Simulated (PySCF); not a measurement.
C7H7O (SMILES COc1[c]cccc1), doublet, at a GFN2-xTB geometry, with bond 12-5 at 1.6 times its length. Base run: SVWN5/STO-3G (PySCF).

Geometry (Å):
```xyz
15

C     -2.7731    -0.0893     0.1578
O     -1.7365     0.6185    -0.4737
C     -0.4515     0.2646    -0.2113
C      0.5698     0.9539    -0.8265
C      1.8927     0.7117    -0.6601
C      2.2678    -0.3205     0.2050
C      1.2828    -1.0425     0.8470
C     -0.0608    -0.7654     0.6515
H     -3.6972     0.3630    -0.1989
H     -2.7226     0.0067     1.2478
H     -2.7629    -1.1501    -0.1150
H      3.0935     1.6404    -1.4839
H      3.3130    -0.5407     0.3610
H      1.5571    -1.8434     1.5188
H     -0.8050    -1.3508     1.1704
```
Charge 0, spin multiplicity 2.
Orbitals are unrestricted.
All else is at PySCF's defaults.
Base energy -338.57377 Eh.

Each row names what was changed in the base input (with any setting that the change needs).

| change | ΔE vs base (µEh) | SCF cycles | <S^2> | outcome |
|---|---|---|---|---|
| base | 0.0 | 15 | 0.762 | converged |
| level_shift = 0.3 (with mf.max_cycle = 100) | 0.0 | 18 | 0.762 | converged |
| solver = newton; init_guess = 1e | 0.0 | - | 0.762 | converged |
| conv_tol = 1e-12 | 0.0 | 20 | 0.762 | converged |
| diis_space = 4 | 0.0 | 19 | 0.762 | converged |
| conv_tol_grad = 1e-7 | 0.0 | 23 | 0.762 | converged |
| level_shift = 0.5 (with mf.max_cycle = 100) | 0.0 | 25 | 0.762 | converged |
| diis = off; damp = 0.6 (with mf.diis_start_cycle = 200; with mf.max_cycle = 150) | 0.0 | 29 | 0.762 | converged |
| level_shift = 1.0 (with mf.max_cycle = 100) | 0.0 | 41 | 0.762 | converged |
| diis_space = 2 | - | 50 | - | not converged |
| conv_tol_grad = 1e-3 | 0.0 | 15 | 0.762 | converged |
| diis_space = 20 | 0.0 | 15 | 0.762 | converged |
| diis = off (with mf.max_cycle = 100) | - | 100 | - | not converged |

Open shells are given as the SCF converged; they aren't shown to be the lowest states, and a large step between rows can be another state.
